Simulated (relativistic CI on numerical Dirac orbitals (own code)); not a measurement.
## Energy levels of Yb22+

Method of calculation: Dirac-Coulomb-Breit CI, separate exchange-only KLI orbitals for each configuration, model QED (radiative potential, 1s self-energy scaled to tabulated hydrogen-like ionisation energies), unscaled Slater integrals (own radial code, finite nucleus).

CI space (outside the closed core [Ar] 3d10 4s2): 4p⁶4d¹⁰4f², 4p⁶4d¹⁰4f5s, 4p⁶4d¹⁰5s², 4p⁶4d⁹4f³, 4p⁶4d¹⁰4f5p, 4p⁶4d¹⁰5s5p, 4p⁶4d¹⁰5p², 4p⁶4d¹⁰4f5d, 4p⁶4d¹⁰5s5d, 4p⁵4d¹⁰4f³, 4p⁶4d¹⁰5p5d, 4p⁶4d⁹4f5s², 4p⁶4d⁹4f²5s, 4p⁶4d¹⁰4f5f, 4p⁶4d⁹4f5s5p, 4p⁶4d¹⁰5d². Levels of other configurations are missing.

The lowest level is 4p⁶4d¹⁰4f² ³H4, with 91 % of that term; Hund's rules for 4p⁶4d¹⁰4f² give ³H with J = 4, in agreement.

```tsv
No.	Configuration	Term	J	E (cm⁻¹)	%	Next component (%)	Landé g
1	4p⁶4d¹⁰4f²	³H	4	0	91	9 ¹G	0.817
2	4p⁶4d¹⁰4f²	³H	5	16007	100		1.031
3	4p⁶4d¹⁰4f²	³F	2	16122	91	8 ¹D	0.694
4	4p⁶4d¹⁰4f²	¹G	4	27718	47	45 ³F	1.097
5	4p⁶4d¹⁰4f²	³F	3	27787	100		1.081
6	4p⁶4d¹⁰4f²	³H	6	30509	97	3 ¹I	1.160
7	4p⁶4d¹⁰4f²	³F	4	47169	54	44 ¹G	1.128
8	4p⁶4d¹⁰4f²	¹D	2	57948	67	25 ³P	1.099
9	4p⁶4d¹⁰4f²	³P	0	64793	95	4 ¹S	
10	4p⁶4d¹⁰4f²	¹I	6	71107	97	3 ³H	1.002
11	4p⁶4d¹⁰4f²	³P	1	71275	100		1.499
12	4p⁶4d¹⁰4f²	³P	2	82425	74	25 ¹D	1.366
13	4p⁶4d¹⁰4f²	¹S	0	153244	95	4 ³P	
14	4p⁶4d¹⁰4f5s	³F°	2	623825	100		0.663
15	4p⁶4d¹⁰4f5s	³F°	3	626552	76	24 ¹F°	1.061
16	4p⁶4d¹⁰4f5s	³F°	4	642646	100		1.248
17	4p⁶4d¹⁰4f5s	¹F°	3	648393	76	24 ³F°	1.018
18	4p⁶4d¹⁰4f5p	³G	3	913736	68	23 ¹F	0.836
19	4p⁶4d¹⁰4f5p	³F	2	918871	55	26 ¹D	0.846
20	4p⁶4d¹⁰4f5p	³D	3	934212	45	36 ³F	1.175
21	4p⁶4d¹⁰4f5p	³G	4	937916	41	31 ³F	1.097
22	4p⁶4d¹⁰4f5p	³F	3	1054118	40	29 ¹F	0.965
23	4p⁶4d¹⁰4f5p	³D	2	1064491	43	42 ³F	0.929
24	4p⁶4d¹⁰4f5p	³G	4	1066563	55	38 ³F	1.121
25	4p⁶4d¹⁰4f5p	³D	1	1075032	100		0.496
26	4p⁶4d¹⁰4f5p	³D	3	1079873	52	30 ¹F	1.182
27	4p⁶4d¹⁰4f5p	¹G	4	1082643	66	31 ³F	1.076
28	4p⁶4d¹⁰4f5p	³G	5	1084945	100		1.198
29	4p⁶4d¹⁰4f5p	¹D	2	1098901	59	37 ³D	1.050
30	4p⁶4d¹⁰5s²	¹S	0	1271957	98	1 4p⁶4d⁹4f5s5p ¹S
```

Energies count from the lowest computed level; ° marks odd parity.

The mean weight of the leading LS term, summed over parents, in these 30 levels is 76 %, and that of the leading jj configuration (from the same eigenvectors) 91 %, so jj coupling describes them better and the LS labels are nominal.

At this charge transitions that keep the count of f electrons are usually good to a few per cent. Terms inside the open d or f shell come out 10 to 20 % too wide with unscaled integrals. Levels that differ in their count of f electrons can be misplaced by several ten thousand cm⁻¹, since the correlation energy of f electrons is missing or only estimated; rates across such gaps can be off by orders of magnitude.

Landé's interval rule says that E(J) − E(J−1) = AJ with one A. For the ground term the intervals give A = 3201.3, 2417.1 cm⁻¹ for J = 5, 6; the multiplet is regular.

LS names give the leading component of a level, which can be under half, so a name can repeat, a term be missing and a line seem to break the LS rules.
